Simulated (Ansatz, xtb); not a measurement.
Relative energy of two isomers of C7H7FSi

Structure X is `FC1=C([SiH3])C=CC2=C1C2`, a singlet and structure Y is `C=CC#CC#CC[SiH2]F`, a singlet. Both are isolated molecules in the gas phase, relaxed with PBE0-D3(BJ)/def2-SVP; each stands in its lowest conformer found.

Quicker runs give these differences E(Y) − E(X): GFN2-xTB −6.3 kcal/mol; HF/STO-3G +23.7 kcal/mol (at GFN2-xTB geometries); r2SCAN-D4/def2-SVP −4.3 kcal/mol (at GFN2-xTB geometries).

**Question.** Estimate E(Y) − E(X) at the level CCSD(T)/def2-SVP + ΔMP2/def2-TZVPP.

**Answer.** Calculated at CCSD(T)/def2-SVP + ΔMP2/def2-TZVPP: E(Y) − E(X) = −23.0 kcal/mol, so structure Y lies lower.

Level by level:

| level | geometry | E(Y) − E(X) (kcal/mol) | departure from the last row (kcal/mol) | job, with rough time for the two |
| --- | --- | --- | --- | --- |
| GFN2-xTB | GFN2-xTB | −6.3 | +16.8 | optimisation, 0.16 s |
| HF/STO-3G | GFN2-xTB | +23.7 | +46.7 | single point, 0.44 s |
| r2SCAN-D4/def2-SVP | GFN2-xTB | −4.3 | +18.8 | single point, 4.7 s |
| PBE0-D3(BJ)/def2-SVP | PBE0-D3(BJ)/def2-SVP | 0.0 | +23.1 | optimisation, 2.8 min |
| HF/def2-SVP | PBE0-D3(BJ)/def2-SVP | −23.0 | 0.0 | part of the CCSD(T) run |
| MP2/def2-SVP | PBE0-D3(BJ)/def2-SVP | −14.6 | +8.5 | part of the CCSD(T) run |
| CCSD(T)/def2-SVP | PBE0-D3(BJ)/def2-SVP | −15.3 | +7.8 | single point |
| CCSD(T)/def2-SVP + ΔMP2/def2-TZVPP | PBE0-D3(BJ)/def2-SVP | −23.0 |  | single point, 2.4 min |

As drawn, Y has 2 C≡C, 1 F–Si, 1 C–H in place of 1 C–F, 2 C=C, 2 C–C, 1 Si–H. Structure X has a 3-membered ring and a 6-membered ring, Y no ring.

HF/STO-3G puts the two in the other order. PBE0-D3(BJ)/def2-SVP finds them nearly level. The largest departure from CCSD(T)/def2-SVP + ΔMP2/def2-TZVPP is that of HF/STO-3G, 46.7 kcal/mol. The last row adds to CCSD(T) the change of the MP2 difference between the two basis sets, here −7.8 kcal/mol, a large step that makes the value less sure.

With thermal terms from frequencies at re-optimised GFN2-xTB minima (ideal gas, soft modes damped towards free rotors, one conformer each, 298.15 K, 1 atm): the zero-point term adds −1.3 kcal/mol; ΔH is −22.6 and ΔG −27.1 kcal/mol.

The correlated steps freeze 13 core orbitals. Codes used: Ansatz 0.2.0, xtb 6.7.1; the last row on 4 threads of Arm Neoverse V2 on a shared host.
